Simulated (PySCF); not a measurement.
Bond stretch in OH (anion, charge -1), singlet.

Methods: UHF/aug-cc-pVDZ (PySCF); UMP2 = MP2 on UHF/aug-cc-pVDZ, 1 core orbital frozen (PySCF); UCCSD(T) = CCSD(T) on UHF/aug-cc-pVDZ, 1 core orbital frozen in PySCF.

Energies relative to the lowest point of each curve near equilibrium, in kcal/mol:

| R / Å | UHF | UMP2 |
|---|---|---|
| 0.73 | 55.1 | 63.1 |
| 0.77 | 32.7 | 39.3 |
| 0.83 | 12.2 | 16.6 |
| 0.91 | 1.0 | 2.6 |
| 0.98 | 0.7 | 0.0 |
| 1.07 | 7.5 | 4.3 |
| 1.20 | 24.1 | 18.3 |
| 1.46 | 52.5 | 71.8 |
| 1.72 | 63.6 | 95.3 |
| 2.87 | 73.5 | 113.6 |
| 3.40 | 74.2 | 114.6 |
| 3.85 | 74.5 | 115.0 |

### Question
Predict the corresponding UCCSD(T) column.

### Answer
0.73: 62.6; 0.77: 39.0; 0.83: 16.4; 0.91: 2.6; 0.98: 0.0; 1.07: 4.0; 1.20: 16.7; 1.46: 47.3; 1.72: 72.1; 2.87: 107.5; 3.40: 108.9; 3.85: 109.4 (kcal/mol).

The unrestricted determinant behind UHF, UMP2, UCCSD(T) is spin-contaminated at 1.31 to 3.85 Å (<S²> up to 1.0, against 0.00 for a pure singlet). Where the anion isn't bound against loss of the electron, the finite basis alone holds it.
